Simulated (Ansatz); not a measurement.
Molecule: GaH₃ (charge 0, singlet). 
Structure (B3LYP-D3(BJ)/def2-TZVP (Ansatz, a first-principles code) minimum search):
```xyz
4

Ga     0.0000     0.0000     0.0000
H      0.6658    -0.4314     1.3546
H     -0.3043     1.5149    -0.2776
H     -0.3615    -1.0834    -1.0770
```
Charge 0, spin multiplicity 1.

Property: vertical ionisation energy (to the doublet state of charge +1; each state is the SCF solution reached for its spin; the molecule has degenerate orbitals, so one determinant may break the symmetry), in eV. Correlated levels leave the core frozen unless marked. Open shells are spin-unrestricted. Spin-orbit coupling is left out. Frozen are the shells of the preceding noble gas and the d and f shells that filled before the atom's block. Non-relativistic. CBS(X,Y): correlation extrapolated as X^-3; Hartree-Fock from the larger set.

CCSD(T)/CBS(def2-TZVPPD,def2-QZVPPD) (Ansatz) gives 11.37 eV.

Task: Another calculation gave 11.30 eV. Which level was it?
A) r2SCAN/def2-TZVPD (Ansatz)
B) CAM-B3LYP/def2-TZVPD (Ansatz)
C) B2PLYP/def2-TZVPD (Ansatz)

Result: B, CAM-B3LYP/def2-TZVPD (Ansatz). The others give 11.06 (r2SCAN), 11.19 (B2PLYP) eV.
